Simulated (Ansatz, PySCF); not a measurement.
Reaction 2 R1 → 3 P1, each structure at its B3LYP-D3(BJ)/def2-TZVP stationary point, reached from a drawn start (curvature not checked).
R1: O3 (SMILES O=[O+][O-]), charge 0, multiplicity 1.
P1, O2 (SMILES O=O) (charge 0, multiplicity 3, Z-matrix in Å and degrees):
```
O
O 1 1.2043
```

P less R. No zero-point or thermal terms; singlets are restricted closed shells; open shells are unrestricted; no spin–orbit coupling.

Correlated levels freeze the cores. CBS: X⁻³ extrapolation of the correlation energy, Hartree–Fock from the larger set.

The values were computed with Ansatz (an electronic-structure program); PySCF for the D3/D4 terms. Each number belongs to the level named beside it.

PBE/def2-TZVPP gives -2.715 eV for the reaction energy.

**Question.** How do the other levels lie against it? Give each less PBE: PBE-D3(BJ)/def2-TZVPP, r2SCAN/def2-TZVPP, B3LYP/def2-TZVPP, wB97M-V/def2-TZVPP, B2PLYP/def2-TZVPP, MP2/CBS(cc-pVTZ, cc-pVQZ), CCSD(T)/CBS(cc-pVTZ, cc-pVQZ).

**Answer.** PBE-D3(BJ)/def2-TZVPP 0.018; r2SCAN/def2-TZVPP -1.019; B3LYP/def2-TZVPP -1.224; wB97M-V/def2-TZVPP -1.278; B2PLYP/def2-TZVPP -0.733; MP2/CBS(cc-pVTZ, cc-pVQZ) 0.559; CCSD(T)/CBS(cc-pVTZ, cc-pVQZ) -0.390 eV. 2 of 7 lie above PBE; the widest gap is to wB97M-V/def2-TZVPP.

Doubts at one or more of the structures used: other coupled-cluster roots may lie near (CCSD(T)/CBS(cc-pVTZ, cc-pVQZ)).
